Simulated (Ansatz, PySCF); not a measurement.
Al(F)(Cl)(vinyl) (C2H3AlClF), SMILES C=[CH][Al]([F])[Cl]. Atoms are numbered in the order given.

```xyz
8

Al     0.5160    -0.1499     0.0000
F      1.9411    -0.9995     0.0000
Cl    -1.2579    -1.2616     0.0000
C      0.4509     1.7690     0.0000
C     -0.7301     2.4073     0.0000
H      1.3626     2.3806     0.0000
H     -0.8065     3.5019     0.0000
H     -1.6832     1.8645     0.0000
```

Coordinates come from a PBE0-D3(BJ)/def2-SVP optimisation. The structure was generated by enumeration; whether it is a known compound was not checked. Other conformers were not sampled.

Two levels are set side by side: PBE-D3(BJ)/def2-SVP (Ansatz, a first-principles code) and PBE0-D3(BJ)/def2-SVP (Ansatz). Each level has its own optimised geometry; the coordinates shown are those of the second. Frequencies come from the Hessian of PySCF at each geometry. Differences are taken from unrounded values.

```
quantity                            PBE0-D3(BJ)  PBE-D3(BJ)  PBE-D3(BJ) minus PBE0-D3(BJ)
----------------------------------  -----------  ----------  ----------------------------
mean bond length (Å)                      1.472       1.483                         0.011
bond Al1–F2 (Å)                           1.659       1.674                         0.015
bond Al1–Cl3 (Å)                          2.093       2.108                         0.014
bond Al1–C4 (Å)                           1.920       1.931                         0.011
bond C4–C5 (Å)                            1.342       1.352                         0.010
bond C4–H6 (Å)                            1.098       1.106                         0.008
bond C5–H7 (Å)                            1.097       1.106                         0.008
bond C5–H8 (Å)                            1.097       1.105                         0.008
highest harmonic wavenumber (cm⁻¹)         3225        3129                           -96
mean harmonic wavenumber (cm⁻¹)            1134        1096                           -37
zero-point energy (kcal/mol)              29.17       28.21                         -0.96
```

Exact exchange shortens and stiffens bonds; PBE has none. Differences between two approximate levels are no errors against the true value.
